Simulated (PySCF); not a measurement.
# How methods differ on the ionisation energy of Ru⁺

Ru⁺ [Kr] 4d7 (4F) → Ru²⁺ [Kr] 4d6 (5D), as a difference of total energies. Computed with PySCF 2.14 in def2-SVP with the def2 core potential (28 electrons), with a scalar-relativistic core potential. Correlated levels: valence: 4s2 4p6 frozen. The calculations carry no spin-orbit coupling.

Task: Order these methods by the ionisation energy they give, lowest first.
A. PBE0
B. UHF
C. MP2 (valence)
D. SCS-MP2 (valence)

Result: B (14.911 eV), C (15.796 eV), D (15.879 eV), A (16.740 eV).

The reference lies between the lowest fine-structure levels, while these numbers refer to the centres of the terms.

Errors of the correlated levels include the incompleteness of this basis and the frozen core.

For comparison: 16.76 ± 0.06 eV (semi-empirical (NIST evaluation); NIST Atomic Spectra Database, ionization energies).
